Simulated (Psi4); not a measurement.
CH₃Cl₂IOSi (SMILES CO[Si](Cl)(Cl)I), singlet, geometry from GFN2-xTB (core potentials on I).

Here is a job for Psi4.
```
memory 2 GB

molecule mol {
0 1
  C    -2.688172    0.197795   -0.929411
  O    -1.448500    0.837510   -1.091813
  Si    0.045819    0.324106   -0.806253
  Cl    0.575675   -1.189630   -2.018055
  Cl    1.169352    1.945485   -1.055512
  I     0.121697   -0.479201    1.519152
  H    -3.464034    0.936785   -1.123386
  H    -2.791409   -0.181681    0.089894
  H    -2.784426   -0.631336   -1.632402
}

set basis def2-svpd
set reference rks

energy('pbe0')
print_variables()
```

Problem. Give the dipole moment at the level PBE0/def2-SVPD (Psi4 1.11).

Solution. 1.75 D

Problem. Give the nuclear repulsion energy at the level PBE0/def2-SVPD.

Solution. 615.7291 Eh

Problem. What total energy does PBE0/def2-SVPD give?

Solution. -1621.924120 Ha

Problem. What is the computed number of basis functions (PBE0/def2-SVPD)?

Solution. 180
